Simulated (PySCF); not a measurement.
**Two-component Hartree-Fock for Sr³⁴⁺ (strontium, charge +34)**

Start: [He] 2s2. Calculated with PySCF 2.14 in an even-tempered Gaussian basis (17 s from 3.3 bohr⁻², ratio 2.6; 12 p from 4.3 bohr⁻², ratio 2.6; 7 d from 4.4 bohr⁻², ratio 2.8; 4 f from 87 bohr⁻², ratio 2.8): generalised Hartree-Fock with the X2C-1e Hamiltonian and a Gaussian nucleus; spin-orbit coupling (SO) screened by Boettger's factors.

```tsv
spinor shell	electrons	ε, screened SO (eV)	weight of nominal j (screened SO)	rms radius, screened SO (bohr)
1s1/2	2	-18959.3	1.000	0.0447
2s1/2	2	-4460.7	1.000	0.173
```

```csv
quantity,screened SO
E (hartree),-1781.64774
M_J,0
⟨J²⟩,0.000
⟨L²⟩,0.000
⟨S²⟩,0.000
```

Breit and QED terms are absent; they matter most for the inner s and p1/2 levels.

Densities and radii are taken from the X2C orbitals without a picture-change correction, which distorts them close to the nucleus.
